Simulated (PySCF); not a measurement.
Ge(H)2(F)(OMe) (CH5FGeO), SMILES C[O][GeH2][F]. Heavy atoms are numbered as in [GeH2:1]([F:2])[O:3][CH3:4]. Hydrogens are named by the atom that carries them.

Geometry: ωB97X-D3(BJ)/def2-SVP. The structure was generated by enumeration, and PubChem lists no compound with its InChIKey, so it may never have been made. One conformer was computed; it need not be the lowest.

Method: HF/pcSseg-1 (PySCF).

GIAO shieldings, no solvent; atoms alike by connectivity are averaged. δ = σ(ref) − σ: ⁷³Ge against GeH4 (σ = 1776.1 ppm); ¹⁹F against CFCl3 (σ = 238.5 ppm); ¹⁷O against H2O (σ = 333.0 ppm); ¹³C against TMS (σ = 192.6 ppm); ¹H against TMS (σ = 31.99 ppm), references at their B3LYP-D3(BJ)/def2-TZVP geometries, non-relativistic.

Computed chemical shifts:
```json
[
 {"nucleus": "⁷³Ge", "atoms": "Ge1 (GeH2)", "count": "1", "δ (ppm)": "254.4"},
 {"nucleus": "¹⁹F", "atoms": "F2", "count": "1", "δ (ppm)": "-175.3"},
 {"nucleus": "¹⁷O", "atoms": "O3", "count": "1", "δ (ppm)": "-1.1"},
 {"nucleus": "¹³C", "atoms": "C4 (CH3)", "count": "1", "δ (ppm)": "52.8"},
 {"nucleus": "¹H", "atoms": "H on Ge1", "count": "2", "δ (ppm)": "5.09"},
 {"nucleus": "¹H", "atoms": "H on C4", "count": "3", "δ (ppm)": "3.92"}
]
```
